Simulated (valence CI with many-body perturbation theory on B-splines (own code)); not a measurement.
# Tc XXIX: electric-dipole lines

Level of theory: valence CI with perturbative core correlation (CI+MBPT): five valence electrons over a frozen Dirac-Fock core [Ne], a basis of 9 s, 9 p, 8 d, 6 f, 3 g, 1 h functions for each j, with the one-electron correlation potential Σ1 (screened to all orders), the two-electron term Σ2, the three-electron term Σ3, Breit, model QED; selected single and double excitations, second order for the rest (own B-spline code, finite nucleus).

The last digits are not significant, and no measured levels were compared; by estimate large intervals hold to a few tenths of a per cent, small ones and those within an open d or f shell to about a per cent. Among the levels kept, up to 610 cm⁻¹ of a level comes from second order outside the variational space, and about a tenth of that is noise between levels of different J, which matters for small intervals.

Lines 151 to 192 of 192 in falling wavelength, among levels below 1735100 cm⁻¹, chosen from the strongest by gf and those to the six lowest levels. Wavelengths and rates use the calculated energies. Electric multipoles are in the length gauge, E1 and E2 with the static RPA response of the core. Weak lines are less certain than strong ones. Lines between different terms over intervals too small for the method are left out, as are lines whose strength nearly cancels.

Levels are named by their leading jj configuration (3d3/2^4 stands for four electrons in 3d with j = 3/2), which in mixed levels can hold well under half, so a name can repeat and another be missing. Letters in brackets count levels of one name in rising energy.

```tsv
λ vac (Å)	Upper	Lower	A (s⁻¹)	log gf	Branch %
87.92	(3s^2 3p3/2^2 3d5/2) J=5/2 [b]	(3s^2 3p3/2^3) J=3/2	2.15e+11	0.17	95.6
87.77	(3s^2 3p3/2^2 3d3/2) J=1/2	(3s^2 3p1/2 3p3/2^2) J=1/2	7.82e+09	-1.74	3.1
87.56	(3s 3p1/2 3p3/2^3) J=1/2	(3s^2 3p1/2^2 3p3/2) J=3/2	1.13e+10	-1.59	21.4
86.68	(3s^2 3p1/2 3p3/2 3d5/2) J=5/2 [b]	(3s^2 3p1/2 3p3/2^2) J=3/2	1.22e+11	-0.08	54.9
86.49	(3s^2 3p3/2^2 3d3/2) J=3/2 [a]	(3s^2 3p1/2 3p3/2^2) J=1/2	2.30e+10	-0.99	8.2
86.18	(3s^2 3p1/2 3p3/2 3d5/2) J=3/2 [a]	(3s^2 3p1/2^2 3p3/2) J=3/2	7.99e+09	-1.45	19.8
84.28	(3s^2 3p1/2 3p3/2 3d5/2) J=5/2 [a]	(3s^2 3p1/2^2 3p3/2) J=3/2	3.73e+10	-0.62	63.8
82.33	(3s^2 3p1/2 3p3/2 3d5/2) J=1/2	(3s^2 3p1/2 3p3/2^2) J=3/2	2.67e+09	-2.27	1.5
82.27	(3s^2 3p3/2^2 3d3/2) J=3/2 [a]	(3s^2 3p1/2 3p3/2^2) J=5/2	7.65e+10	-0.51	27.4
82.21	(3s^2 3p3/2^2 3d3/2) J=5/2	(3s^2 3p1/2 3p3/2^2) J=5/2	1.60e+11	-0.01	61.9
80.80	(3s^2 3p3/2^2 3d3/2) J=3/2 [b]	(3s^2 3p1/2 3p3/2^2) J=1/2	1.68e+11	-0.18	77.8
80.34	(3s^2 3p3/2^2 3d3/2) J=1/2	(3s^2 3p1/2 3p3/2^2) J=3/2	2.29e+11	-0.35	91.6
80.31	(3s^2 3p1/2 3p3/2 3d3/2) J=3/2 [b]	(3s^2 3p1/2^2 3p3/2) J=3/2	2.40e+11	-0.03	82.5
79.88	(3s^2 3p1/2 3p3/2 3d3/2) J=5/2 [b]	(3s^2 3p1/2^2 3p3/2) J=3/2	1.71e+11	-0.01	81.2
79.84	(3s^2 3p3/2^2 3d3/2) J=7/2	(3s^2 3p1/2 3p3/2^2) J=5/2	2.50e+11	0.28	100.0
79.27	(3s^2 3p3/2^2 3d3/2) J=3/2 [a]	(3s^2 3p1/2 3p3/2^2) J=3/2	1.79e+11	-0.17	64.1
79.21	(3s^2 3p3/2^2 3d3/2) J=5/2	(3s^2 3p1/2 3p3/2^2) J=3/2	9.13e+10	-0.29	35.3
78.96	(3s^2 3p1/2 3p3/2 3d3/2) J=1/2 [b]	(3s^2 3p1/2^2 3p3/2) J=3/2	1.91e+11	-0.45	91.2
78.49	(3s^2 3p3/2^2 3d5/2) J=5/2 [a]	(3s^2 3p1/2 3p3/2^2) J=5/2	5.19e+09	-1.54	77.6
78.01	(3s^2 3p1/2 3p3/2 3d5/2) J=3/2 [b]	(3s^2 3p1/2^2 3p3/2) J=3/2	3.55e+10	-0.89	16.7
77.71	(3s 3p3/2^4) J=1/2 [b]	(3s^2 3p1/2 3p3/2^2) J=1/2	2.54e+07	-4.34	0.0
77.19	(3s 3p3/2^4) J=1/2 [a]	(3s^2 3p1/2^2 3p3/2) J=3/2	5.53e+10	-1.01	67.7
77.11	(3s^2 3p3/2^2 3d3/2) J=3/2 [b]	(3s^2 3p1/2 3p3/2^2) J=5/2	2.59e+09	-2.04	1.2
77.09	(3s^2 3p3/2^2 3d5/2) J=3/2	(3s^2 3p1/2 3p3/2^2) J=1/2	6.48e+10	-0.64	33.5
76.13	(3s^2 3p1/2 3p3/2 3d5/2) J=3/2 [c]	(3s^2 3p1/2^2 3p3/2) J=3/2	3.96e+10	-0.86	57.2
75.75	(3s^2 3p3/2^2 3d5/2) J=5/2 [a]	(3s^2 3p1/2 3p3/2^2) J=3/2	3.02e+08	-2.81	4.5
75.16	(3s^2 3p1/2 3p3/2 3d5/2) J=5/2 [b]	(3s^2 3p1/2^2 3p3/2) J=3/2	5.58e+10	-0.55	25.1
74.46	(3s^2 3p3/2^2 3d3/2) J=3/2 [b]	(3s^2 3p1/2 3p3/2^2) J=3/2	3.36e+09	-1.95	1.6
73.72	(3s^2 3p3/2^2 3d5/2) J=3/2	(3s^2 3p1/2 3p3/2^2) J=5/2	1.62e+09	-2.28	0.8
72.81	(3s^2 3p3/2^2 3d5/2) J=5/2 [b]	(3s^2 3p1/2 3p3/2^2) J=5/2	5.21e+09	-1.60	2.3
71.87	(3s^2 3p1/2 3p3/2 3d5/2) J=1/2	(3s^2 3p1/2^2 3p3/2) J=3/2	6.77e+07	-3.98	0.0
71.83	(3s 3p3/2^4) J=1/2 [b]	(3s^2 3p1/2 3p3/2^2) J=3/2	9.84e+09	-1.82	3.7
71.30	(3s^2 3p3/2^2 3d5/2) J=3/2	(3s^2 3p1/2 3p3/2^2) J=3/2	7.28e+07	-3.65	0.0
70.45	(3s^2 3p3/2^2 3d5/2) J=5/2 [b]	(3s^2 3p1/2 3p3/2^2) J=3/2	3.70e+09	-1.78	1.6
70.34	(3s^2 3p3/2^2 3d3/2) J=1/2	(3s^2 3p1/2^2 3p3/2) J=3/2	3.66e+08	-3.27	0.1
69.52	(3s^2 3p3/2^2 3d3/2) J=3/2 [a]	(3s^2 3p1/2^2 3p3/2) J=3/2	3.13e+08	-3.04	0.1
69.47	(3s^2 3p3/2^2 3d3/2) J=5/2	(3s^2 3p1/2^2 3p3/2) J=3/2	1.67e+08	-3.14	0.1
66.80	(3s^2 3p3/2^2 3d5/2) J=5/2 [a]	(3s^2 3p1/2^2 3p3/2) J=3/2	9.84e+08	-2.40	14.7
65.80	(3s^2 3p3/2^2 3d3/2) J=3/2 [b]	(3s^2 3p1/2^2 3p3/2) J=3/2	7.02e+08	-2.74	0.3
63.73	(3s 3p3/2^4) J=1/2 [b]	(3s^2 3p1/2^2 3p3/2) J=3/2	8.21e+08	-3.00	0.3
63.31	(3s^2 3p3/2^2 3d5/2) J=3/2	(3s^2 3p1/2^2 3p3/2) J=3/2	7.49e+08	-2.74	0.4
62.64	(3s^2 3p3/2^2 3d5/2) J=5/2 [b]	(3s^2 3p1/2^2 3p3/2) J=3/2	9.13e+08	-2.49	0.4
```

(1) How does gf follow from A for the line at 71.83 Å?

## Answers

(1) gf = 1.4992 × (2J+1)_upper × A / σ², with σ = 1392189 cm⁻¹ and 2J+1 = 2: gf = 0.0152.
